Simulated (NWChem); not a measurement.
System: BH2OBr; SMILES OBBr

```xyz
5

B     -0.5743     1.0957     0.0000
H     -1.7593     1.2898     0.0000
Br     0.0783    -0.7201     0.0000
O      0.2693     2.1317     0.0000
H      1.2008     1.8782     0.0000
```
Atoms are numbered in this order, from 1.

Level: PBE0/def2-SVP (NWChem), optimised geometry, unscaled harmonic frequencies. This build's default masses of Se (78.918 u) and Br (79.917 u) are each other's, which moves their modes by up to 0.6 %.

```tsv
frequency (cm⁻¹)	IR intensity (km/mol)
329	13.9
638	43.3
642	138.5
846	0.1
991	70.9
1140	217.3
1384	334.4
2696	98.2
3871	89.6
```

```yaml
zero_point_energy: 17.9 kcal/mol
thermal correction to the enthalpy at 298.15 K (with zero-point energy): 20.8 kcal/mol
heat capacity Cv: 10.8 cal/(mol K)
entropy at 298.15 K and 1 atm (symmetry number 1): 66.0 cal/(mol K)
dipole_moment: 1.33 D
```

Rigid rotor and harmonic oscillator.
